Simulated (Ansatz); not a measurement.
Stepwise reaction of `BN` with hydrogen fluoride, as a gas-phase model of exchange steps in deposition or etching. ΔE in kJ/mol; ΔG adds harmonic PBE0-D4 terms to CCSD(T)/CBS, at 1 bar.

Calculated with Ansatz (gas phase, PBE0-D4/def2-TZVP geometries, no zero-point term in ΔE). CBS: MP2 limit from def2 TZ/QZ plus the TZ coupled-cluster correction, frozen cores. This one scheme is used for every species. Functionals use def2-TZVPP. B3LYP here is the variant with VWN-RPA as its local correlation; programs differ in this. Each species was taken in one conformer, which may not be the lowest.

```csv
step,reaction,PBE-D4,B3LYP-D4,ωB97M-V,CCSD(T)/CBS,ΔG(600 K)
1,`BN` + H–F → `NBF` + H₂,-115.0,-119.1,-118.1,-111.2,-115.4
2,`NBF` + H–F → `NB(F)F` + H₂,-115.3,-120.5,-120.7,-114.0,-110.0
```

(1) By hand: ΔE of the 2 steps together at CCSD(T)/CBS.

## Answers

(1) (-111.2) + (-114.0) = -225.2 kJ/mol, or -112.6 kJ/mol a step.

In ΔE the steps differ by no more than 2.8 kJ/mol. All are downhill at CCSD(T)/CBS. ΔG lies between -115.4 and -110.0 kJ/mol a step. PBE-D4 differs from CCSD(T)/CBS by -3.8 to -1.3 kJ/mol a step. Isolated molecules leave out the surface, adducts and barriers. Largest T1 diagnostic: 0.012.
